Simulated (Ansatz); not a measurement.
Born–Oppenheimer molecular dynamics of CH3BF2 (7 atoms, charge 0, multiplicity 1). It starts from a relaxed structure.

Computed with Ansatz 0.2.0, RKS BHLYP-D4/6-31G.

| Item | Value |
| --- | --- |
| ensemble | NVT, Langevin thermostat |
| time step | 0.5 fs |
| steps asked | 100 |
| set temperature | 400 K |
| friction | 0.01 /fs |
| seed | 193111 |

First frame:

```xyz
7
Properties=species:S:1:pos:R:3
B 0.038 0.010 -0.023
F -0.023 -0.010 1.331
C 1.375 0.017 -0.795
H 1.706 -1.009 -0.965
H 1.274 0.487 -1.767
H 2.158 0.516 -0.233
F -1.166 -0.010 -0.645
```

Question: How far do the bonds stretch over the last three quarters of this one trajectory? (Pairs bonded in most of those frames.)

Answer: 
```tsv
bond	mean (Å)	spread (Å)	shortest	longest
B1–F2	1.356	0.030	1.30	1.40
B1–C3	1.538	0.030	1.49	1.59
B1–F7	1.348	0.010	1.33	1.36
C3–H4	1.094	0.022	1.06	1.14
C3–H5	1.092	0.028	1.05	1.14
C3–H6	1.089	0.038	1.03	1.14
```

Mean temperature of the second half: 325 K. The mean temperature of the second half is 19 % below the set value. A run of 0.05 ps of so small a system gives no equilibrium averages. Limits of this set-up: no polarisation functions.

Run time: 100 s on 1 thread of Arm Neoverse V2, with other jobs on the host, peak memory 0.091 GiB.
